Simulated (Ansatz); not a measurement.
C3H11FO2Si2, SMILES `C[Si](C)(O)C[SiH](O)F`, relaxed with RKS PBE-D4/def2-SVP in Ansatz from a rough embedded geometry. The force threshold is 0.03 eV/Å; the program also tests the step.

The species carries charge 0 and has multiplicity 1.

Start:

```xyz
19

C     0.465    0.450   -1.973
Si    0.967    0.179   -0.124
C     0.716    1.775    0.825
O     2.608   -0.138   -0.121
C     0.012   -1.217    0.682
Si   -1.775   -0.855    0.708
O    -2.482   -0.938   -0.809
F    -2.482   -1.954    1.577
H     0.528   -0.507   -2.444
H     1.145    1.138   -2.405
H    -0.547    0.822   -1.974
H     1.428    2.584    0.411
H     0.935    1.640    1.918
H    -0.275    2.155    0.735
H     3.026   -0.298    0.766
H     0.257   -2.133    0.189
H     0.396   -1.318    1.734
H    -2.068    0.451    1.319
H    -2.852   -1.837   -1.014
```

(1) How much energy does the relaxation release, and in how many steps? (Estimate.)

(2) Which bonds change most? (Best estimate.)

(3) Give the relaxed structure. (Estimate.)

## Answers

(1) Ansatz gave: 0.53 eV, in 19 steps, 1 of them rejected.

(2) Ansatz gave: Si6–F8 from 1.570 to 1.644 Å; C1–Si2 from 1.935 to 1.877 Å; C1–H10 from 1.060 to 1.109 Å; C3–H12 from 1.155 to 1.109 Å.

(3) The calculation gave: 
```xyz
19

C     0.551    0.223   -1.970
Si    0.989    0.169   -0.146
C     0.610    1.815    0.695
O     2.647   -0.174   -0.112
C     0.014   -1.210    0.730
Si   -1.819   -0.914    0.934
O    -2.537   -0.304   -0.452
F    -2.531   -2.343    1.323
H     0.743   -0.754   -2.459
H     1.159    0.987   -2.495
H    -0.518    0.484   -2.102
H     1.201    2.638    0.243
H     0.837    1.790    1.782
H    -0.466    2.070    0.586
H     3.043   -0.202    0.775
H     0.170   -2.164    0.179
H     0.436   -1.370    1.749
H    -2.158    0.069    2.007
H    -2.372   -0.811   -1.266
```
